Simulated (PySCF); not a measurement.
Spectra and structures to be paired. Theory: PySCF, TDDFT wB97X-D/def2-SVPD, vertical, gas phase, core orbitals frozen in the response. Geometries: GFN2-xTB; one conformer of each isolated species. Triplets are in the Tamm–Dancoff approximation.

A. `C=C(C)O[SiH2]CCl`
B. `Cl[C@H]1COCC[SiH2]1`
C. `F[C@@H]1C[Si@H](Cl)C[SiH2]1`
D. `CO[C@@H]1C[C@@H]1[SiH2]Cl`

Lowest singlet levels (six at most, fewer where fewer were computed) with oscillator strengths:

1. 6.80 eV (f 0.009); 7.26 eV (f 0.009); 7.58 eV (f 0.003); 7.63 eV (f 0.010); 7.90 eV (f 0.002); 8.00 eV (f 0.033); T1 6.20 eV
2. 7.42 eV (f 0.012); 7.84 eV (f 0.022); 7.99 eV (f 0.003); 8.14 eV (f 0.001); 8.16 eV (f 0.018); 8.22 eV (f 0.011); T1 7.25 eV
3. 7.28 eV (f 0.004); 7.52 eV (f 0.004); 7.63 eV (f 0.011); 7.66 eV (f 0.018); 7.82 eV (f 0.005); 7.97 eV (f 0.157); T1 6.83 eV
4. 6.58 eV (f 0.016); 7.02 eV (f 0.184); 7.10 eV (f 0.137); 7.18 eV (f 0.008); 7.45 eV (f 0.002); 7.62 eV (f 0.017); T1 4.59 eV

**Question.** Which spectrum belongs to which structure?

**Answer.** 1 = B, 2 = D, 3 = C, 4 = A.
- A: S1 at 6.58 eV, HOMO→LUMO (72%), HOMO→LUMO+3 (14%); Löwdin shares by element: HOMO carbon 69% or more, oxygen 18%; LUMO silicon 21%, chlorine 20%, carbon 10% or more, oxygen 7% (atoms not listed hold the other 42%); HOMO -8.91 and LUMO 1.84 eV.
- B: S1 at 6.80 eV, HOMO→LUMO (48%), HOMO-1→LUMO (10%), HOMO→LUMO+2 (9%); Löwdin shares by element: HOMO oxygen 30%, chlorine 23%, carbon 22% or more (atoms not listed hold the other 25%); LUMO chlorine 20%, silicon 19%, carbon 18% or more (atoms not listed hold the other 43%); HOMO -9.51 and LUMO 1.89 eV.
- C: S1 at 7.28 eV, HOMO→LUMO+1 (58%), HOMO→LUMO (22%); Löwdin shares by element: HOMO carbon 36% or more, fluorine 23%, silicon 19% or more (atoms not listed hold the other 22%); LUMO silicon 35%, chlorine 14%, carbon 10% or more (atoms not listed hold the other 41%); HOMO -10.12 and LUMO 1.70 eV.
- D: S1 at 7.42 eV, HOMO→LUMO (57%), HOMO→LUMO+1 (28%); Löwdin shares by element: HOMO carbon 40% or more, oxygen 36% (atoms not listed hold the other 24%); LUMO carbon 25% or more, silicon 17%, oxygen 8% (atoms not listed hold the other 50%); HOMO -9.51 and LUMO 2.15 eV.
C and D have S1 within 0.14 eV of each other; their strongest listed levels stand at 7.97 eV (f 0.157) and 7.84 eV (f 0.022).
